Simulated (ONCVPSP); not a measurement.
# Reading a pseudo-wave (F)

Columns: radius, all-electron u(r) and pseudo u(r) of the 2p shell (level -11.05 eV) of fluorine in the configuration [He] 2s2 2p5; PBEsol, scalar-relativistic, ONCV scheme, ONCVPSP 4.0.1.

```json
{"r (bohr)": "0.060", "all-electron": "0.0591", "pseudo": "0.0235"}
{"r (bohr)": "0.120", "all-electron": "0.1839", "pseudo": "0.0912"}
{"r (bohr)": "0.180", "all-electron": "0.3265", "pseudo": "0.1951"}
{"r (bohr)": "0.240", "all-electron": "0.4633", "pseudo": "0.3236"}
{"r (bohr)": "0.300", "all-electron": "0.5834", "pseudo": "0.4630"}
{"r (bohr)": "0.360", "all-electron": "0.6832", "pseudo": "0.5998"}
{"r (bohr)": "0.420", "all-electron": "0.7621", "pseudo": "0.7222"}
{"r (bohr)": "0.480", "all-electron": "0.8214", "pseudo": "0.8217"}
{"r (bohr)": "0.540", "all-electron": "0.8628", "pseudo": "0.8939"}
{"r (bohr)": "0.600", "all-electron": "0.8890", "pseudo": "0.9383"}
{"r (bohr)": "0.660", "all-electron": "0.9022", "pseudo": "0.9570"}
{"r (bohr)": "0.720", "all-electron": "0.9049", "pseudo": "0.9553"}
{"r (bohr)": "0.780", "all-electron": "0.8990", "pseudo": "0.9387"}
{"r (bohr)": "0.840", "all-electron": "0.8866", "pseudo": "0.9132"}
{"r (bohr)": "0.900", "all-electron": "0.8690", "pseudo": "0.8836"}
{"r (bohr)": "0.960", "all-electron": "0.8475", "pseudo": "0.8534"}
{"r (bohr)": "1.020", "all-electron": "0.8232", "pseudo": "0.8245"}
{"r (bohr)": "1.080", "all-electron": "0.7968", "pseudo": "0.7969"}
{"r (bohr)": "1.140", "all-electron": "0.7692", "pseudo": "0.7691"}
{"r (bohr)": "1.200", "all-electron": "0.7407", "pseudo": "0.7407"}
{"r (bohr)": "1.260", "all-electron": "0.7118", "pseudo": "0.7118"}
{"r (bohr)": "1.320", "all-electron": "0.6829", "pseudo": "0.6829"}
{"r (bohr)": "1.380", "all-electron": "0.6542", "pseudo": "0.6542"}
{"r (bohr)": "1.440", "all-electron": "0.6260", "pseudo": "0.6259"}
{"r (bohr)": "1.500", "all-electron": "0.5983", "pseudo": "0.5982"}
{"r (bohr)": "1.560", "all-electron": "0.5712", "pseudo": "0.5712"}
```

(1) How many radial nodes do the two functions have?

(2) At about which radius was the pseudo-wave matched?

(3) Where does each function peak?

(4) Is the pseudo-wave norm-conserving?

## Answers

(1) The all-electron 2p function has n − l − 1 = 0; the pseudo-wave has 0.

(2) 1.10 bohr, where the columns begin to agree (steps of 0.06 bohr).

(3) Outermost all-electron maximum near 0.72 bohr, pseudo maximum near 0.66 bohr (to the table’s step).

(4) Yes: the ONCV scheme keeps the norm inside the radius equal to the all-electron one, which fixes the energy derivative of the logarithmic derivative at the level.
